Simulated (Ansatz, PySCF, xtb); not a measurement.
Bond stretch in SNa (cation, charge +1), lowest triplet found (which spin is the ground state isn't settled by this scan).

Methods: GFN1-xTB (xtb); UMP2/6-31G* = unrestricted MP2 (frozen core)/6-31G*, spherical d (PySCF 2.14.0); UKS-B3LYP/6-31G* = unrestricted B3LYP/6-31G*, spherical d (PySCF); FCI = Ansatz (a first-principles code) with full CI/aug-cc-pVDZ, frozen core.

Energies relative to the lowest point of each curve between 2.36 and 3.39 Å, where full CI is lowest, in kJ/mol; the last columns give the difference from FCI:

| R / Å | GFN1-xTB | UMP2/6-31G* | UKS-B3LYP/6-31G* | FCI | GFN1-xTB − FCI | UMP2/6-31G* − FCI | UKS-B3LYP/6-31G* − FCI |
|---|---|---|---|---|---|---|---|
| 1.96 | 156.6 | 255.1 | 238.7 | 270.3 | -113.7 | -15.2 | -31.6 |
| 2.10 | 69.5 | 148.1 | 136.6 | 157.6 | -88.1 | -9.5 | -21.0 |
| 2.26 | 25.6 | 73.9 | 67.6 | 80.2 | -54.6 | -6.3 | -12.6 |
| 2.36 | 12.7 | 45.0 | 41.0 | 50.1 | -37.4 | -5.2 | -9.1 |
| 2.46 | 5.6 | 25.4 | 23.2 | 29.6 | -24.0 | -4.2 | -6.5 |
| 2.56 | 1.9 | 12.8 | 11.7 | 16.1 | -14.2 | -3.3 | -4.4 |
| 2.67 | 0.2 | 4.7 | 4.3 | 7.0 | -6.8 | -2.3 | -2.7 |
| 2.73 | 0.0 | 2.2 | 2.0 | 3.9 | -3.9 | -1.7 | -1.9 |
| 2.82 | 0.4 | 0.3 | 0.3 | 1.1 | -0.7 | -0.8 | -0.8 |
| 2.90 | 1.4 | 0.0 | 0.0 | 0.0 | 1.4 | 0.0 | 0.0 |
| 3.06 | 4.8 | 2.0 | 1.9 | 0.5 | 4.3 | 1.5 | 1.4 |
| 3.25 | 10.2 | 6.7 | 6.5 | 3.7 | 6.5 | 3.0 | 2.8 |
| 3.39 | 14.4 | 10.9 | 10.6 | 6.9 | 7.5 | 4.0 | 3.7 |
| 3.66 | 22.0 | 18.9 | 18.6 | 13.6 | 8.4 | 5.3 | 5.0 |
| 3.93 | 28.7 | 25.9 | 25.8 | 19.9 | 8.8 | 6.0 | 5.9 |
| 4.32 | 37.3 | 33.7 | 34.1 | 27.3 | 10.1 | 6.4 | 6.8 |
| 4.84 | 46.6 | 40.2 | 41.4 | 34.0 | 12.6 | 6.2 | 7.4 |
| 5.32 | 52.5 | 43.8 | 45.4 | 37.9 | 14.7 | 5.9 | 7.5 |
| 6.01 | 57.4 | 46.8 | 48.7 | 41.2 | 16.2 | 5.6 | 7.5 |
| 6.84 | 59.8 | 49.0 | 51.0 | 43.4 | 16.3 | 5.5 | 7.6 |
| 7.86 | 60.6 | 50.4 | 52.5 | 44.9 | 15.7 | 5.5 | 7.6 |
| 9.28 | 60.8 | 51.3 | 53.5 | 45.9 | 14.9 | 5.4 | 7.5 |

GFN1-xTB is furthest from FCI at 1.96 (-113.7 kJ/mol, below); its mean absolute difference over the points is 21.8 kJ/mol.

UMP2/6-31G* is furthest from FCI at 1.96 (-15.2 kJ/mol, below); its mean absolute difference over the points is 4.9 kJ/mol.

UKS-B3LYP/6-31G* is furthest from FCI at 1.96 (-31.6 kJ/mol, below); its mean absolute difference over the points is 7.3 kJ/mol.
